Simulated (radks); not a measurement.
Values are calculated unless marked as measured or tabulated.
Initial-state core-level shifts of the iridium ion Ir3+ when its valence configuration changes from [Xe] 4f14 5d6. Level of theory: scalar-relativistic Kohn-Sham, PBE, spin-unpolarised, spherical densities, finite nucleus; Fermi nuclear charge, rms radius 5.4032 fm (a radial shooting solver on a logarithmic mesh with Libxc functionals). Shifts are changes of the shell-averaged eigenvalues in eV (positive: less bound); the change of the density at the nucleus, which sets a Mossbauer isomer shift, is in e/bohr^3, on a base of 1.948e+06.

valence                3s       4s       4p       5p  density at nucleus
4f14 5d5 6s1       -4.085   -4.036   -4.036   -3.495              +210.7
4f13 5d7          -14.690  -12.836  -12.351   -3.515              +115.3
4f12 5d6 6p2      -42.036  -37.846  -36.820  -17.347              +272.6
4f13 5d6 6p1      -20.460  -18.549  -18.060   -8.597              +131.4
4f13.5 5d6 6p0.5  -10.084   -9.173   -8.935   -4.275               +64.5
4f12 5d7 6s1      -34.450  -30.346  -29.328  -10.672              +461.4
4f13.5 5d6.5       -7.260   -6.373   -6.136   -1.768               +56.8
4f13.5 5d6 6s0.5   -9.320   -8.407   -8.170   -3.532              +161.1
4f11 5d6 6s2 6p1  -61.701  -54.848  -53.242  -23.400              +906.9
